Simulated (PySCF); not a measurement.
**Peak assignment**

Numbering as in the mapped SMILES `[CH3:1][Si@@H:2]([PH2:3])[Si@H:4]([PH2:5])[O:6][SiH3:7]`; H(Xn) means a hydrogen on atom n.

PySCF calculation with structure optimised with GFN2-xTB and σ from GIAO-PBE0/pcSseg-1; fast rotation and ring inversion assumed for equivalent nuclei, one conformer, relativity neglected, no solvent.

Shifts are taken against calculated references (same method and geometry level): 1H vs TMS.

Q: Assign these signals to the numbered atoms. 1H NMR (500 MHz, computed): δ 6.05 (m, 1H), 5.07 (s, 3H), 4.95 (m, 1H), 1.00 (m, 2H), 0.96 (m, 2H), 0.47 (m, 3H).

A: 
6.05 → H(Si4), hydrogen on a silicon bonded to O, P, Si
5.07 → H(Si7), hydrogen on a silicon bonded to O
4.95 → H(Si2), hydrogen on a silicon bonded to C, P, Si
1.00 → H(P5), hydrogen on a phosphorus bonded to Si
0.96 → H(P3), hydrogen on a phosphorus bonded to Si
0.47 → H(C1), hydrogen on a methyl carbon bonded to Si: an electropositive neighbour shields it, as in TMS itself

H(Si7) and H(Si2); H(P5) and H(P3) lie closer than the usual error of such a calculation, so a measured spectrum could show them in the other order.

No couplings were computed; multiplicities are counted from neighbouring protons, with m where these are inequivalent, close in shift, in a saturated or five-membered ring or joined by F or P, and br s for small geminal =CH2 splittings.
